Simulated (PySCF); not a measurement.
# Reading the logs of faulty runs: BCClGeH4

These are calculations, not measurements. They come from PySCF 2.14.0, an open-source quantum chemistry program, on an isolated molecule that a program drew, which may never have been made. The molecule is BCClGeH4 (charge 0, singlet), drawn as the SMILES string `[CH3][Ge][BH]Cl`.

Each row is a Hartree-Fock (HF) and frozen-core CCSD(T) single point in the cc-pV(D+d)Z basis, meant for a local HF minimum. Run 1 is clean. Each other run has one planted mistake out of seven kinds, and not every kind appears here: one electron removed, one electron added, multiplicity raised by two, geometry at a saddle point, minimal basis STO-3G, one bond length entered in bohr, all coordinates scaled. The reference is restricted for singlets and unrestricted otherwise, and also for a bond in bohr. Adding or removing an electron swaps singlet and doublet. Electrons count all cores. HOMO and LUMO are orbital energies over both spins, the gradient is its largest component, and the lowest frequency (negative if imaginary) is given only where the gradient is small. Bond lengths are over the 7 bonds as drawn. T1 is the CCSD diagnostic: over 0.02 (restricted) or 0.045 (unrestricted) a single reference is doubtful. Germanium has the cc-pVDZ-PP basis, with a core potential (ECP10MDF) in place of its 10 inner electrons, and its 3s, 3p and 3d shells are frozen in CCSD(T).

Geometry of the clean run:
```xyz
8
BCClGeH4, angstrom
C    -0.9011    0.5127   -2.1491
Ge   -1.5862   -1.3800   -2.1119
B    -0.5416   -1.9543   -0.3628
Cl   -1.3593   -1.7201    1.2019
H     0.1897    0.5236   -2.2488
H    -1.3357    1.0683   -2.9808
H    -1.1490    1.0227   -1.2124
H     0.5365   -2.4725   -0.2993
```

```
run  electrons  basis functions  <S^2>  HOMO (eV)  LUMO (eV)  gradient (hartree/bohr)  lowest frequency (cm^-1)  mean bond (Å)  longest bond (Å)      T1  HF (hartree)  CCSD(T) (hartree)                     mistake
  1         64               94  0.000      -8.35       0.60                  1.7e-05                        70         1.4842             2.117  0.0148    -817.75984         -818.26833                    no fault
  2         64               94  2.020      -7.51       0.07                  2.0e-02                         -         1.4842             2.117  0.0182    -817.73103         -818.22284  multiplicity raised by two
  3         63               94  0.775     -15.78      -6.45                  4.8e-02                         -         1.4842             2.117  0.0220    -817.48845         -817.97314        one electron removed
  4         65               94  0.766      -0.92       6.75                  2.4e-02                         -         1.4842             2.117  0.0185    -817.76483         -818.28372          one electron added
  5         64               94  1.030      -8.84       0.52                  2.0e-02                         -         1.6234             2.117  0.0612    -817.64154         -818.14093                           ?
```

**Which mistake was planted in run 5, and what did it cost?**

The mean bond changes by a factor of 1.094 and the longest by 1.000, so the molecule wasn't scaled as a whole. A length L in bohr read as angstrom grows by (1/0.5292 - 1) L = 0.890 L. The 7 bonds together grew by 7 x 0.1392 = 0.974 Å, which gives L = 1.095 Å. That is the length of one of the C-H bonds, 1.095 Å in the clean geometry. So the mistake is: one bond length entered in bohr. Subtracting run 1 and multiplying by 627.51 kcal/mol a hartree, the energy moved by 74.2 kcal/mol in HF and 79.9 kcal/mol in CCSD(T).

Cautions from the logs. Run 5: T1 is over the limit, so its CCSD(T) energy is less reliable.
